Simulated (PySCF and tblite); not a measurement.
Results of a calculation; reference values are marked as such.
2 diastereomers of C4H9BO2, numbered alike:

```
isomer                                            SMILES  descriptors (one enantiomer)
     A   [CH3:1][C@H:2]1[O:3][BH:4][O:5][C@@H:6]1[CH3:7]                        2R, 6R
     B  [CH3:1][C@@H:2]1[O:3][BH:4][O:5][C@@H:6]1[CH3:7]                        2S, 6R
```

Protocol: conformer search, at most 6 conformers an isomer, GFN2-xTB geometries, energies PBE0/pcSseg-1 (IEF-PCM, cyclohexane) (D3(BJ) added where defined), GIAO shieldings PBE0/pcSseg-1 (IEF-PCM, cyclohexane), weights at 298.15 K with GFN2-xTB thermal terms. Programs: PySCF with density fitting and tblite.

Q: What shifts does each isomer give (ppm)?

A: 
A: ¹H (against TMS): 4.16 (H2/H6, 2H), 1.33 (H1/H7, 6H). ¹³C (against TMS): 84.1 (C2/C6), 25.6 (C1/C7). ¹¹B (against BF3·OEt2): 26.8 (B4).

B: ¹H (against TMS): 4.82 (H2/H6, 2H), 1.24 (H1/H7, 6H). ¹³C (against TMS): 79.2 (C2/C6), 19.9 (C1/C7). ¹¹B (against BF3·OEt2): 26.4 (B4). H not on carbon is left out.

Q: Which carbons tell the isomers apart best?

A: C1: 25.6 in A, 19.9 in B; C2: 84.1 in A, 79.2 in B ppm.

Shifts are unscaled: against experiment ¹³C can be off by 15 ppm or more and ¹H by 0.8 ppm. GFN2-xTB leaves a saturated small ring flat here that puckers in reality.
